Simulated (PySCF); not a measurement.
Spinor energies of Pr(40+) (praseodymium, charge +40)

Start: [Ar] 3d1; 3d5/2 filled at m_j = +5/2. Calculated with PySCF 2.14 in an even-tempered Gaussian basis (16 s from 8.5 bohr⁻², ratio 2.8; 12 p from 11 bohr⁻², ratio 2.8; 8 d from 11 bohr⁻², ratio 2.8; 3 f from 34 bohr⁻², ratio 3): generalised Hartree-Fock with the X2C-1e Hamiltonian and a Gaussian nucleus; one run each with spin-orbit coupling (SO) screened by Boettger's factors, then bare. This is a chosen level, not necessarily the ground level.

| spinor shell | electrons | ε, screened SO (eV) | ε, bare SO (eV) | weight of nominal j (bare SO) | rms radius, bare SO (bohr) |
| --- | --- | --- | --- | --- | --- |
| 1s1/2 | 2 | -44470.0 | -44469.7 | 1.000 | 0.0275 |
| 2s1/2 | 2 | -9108.9 | -9108.9 | 1.000 | 0.110 |
| 2p1/2 | 2 | -8732.4 | -8745.9 | 1.000 | 0.0944 |
| 2p3/2 | 4 | -8241.3 | -8236.3 | 1.000 | 0.100 |
| 3s1/2 | 2 | -3403.0 | -3403.0 | 1.000 | 0.272 |
| 3p1/2 | 2 | -3248.3 | -3251.5 | 0.999 | 0.261 |
| 3d5/2 | 1 | -2917.3 | -2915.1 | 1.000 | 0.237 |

(1) Where does 3p3/2 lie, and what is the 3p spin-orbit splitting (bare SO)?

```json
{"quantity": "E (hartree)", "screened SO": "-7918.45279", "bare SO": "-7918.69301"}
{"quantity": "M_J", "screened SO": "5/2", "bare SO": "5/2"}
{"quantity": "⟨J²⟩", "screened SO": "8.751", "bare SO": "8.751"}
{"quantity": "⟨L²⟩", "screened SO": "6.021", "bare SO": "6.023"}
{"quantity": "⟨S²⟩", "screened SO": "0.771", "bare SO": "0.772"}
```

Each row is a mean over spinors that exchange with the open shell spreads, by up to 21.398 eV (3p3/2).

Breit and QED terms are absent; they matter most for the inner s and p1/2 levels.

Densities and radii are taken from the X2C orbitals without a picture-change correction, which distorts them close to the nucleus.

Results:

(1) At -3131.3 eV, 120.21 eV above 3p1/2.
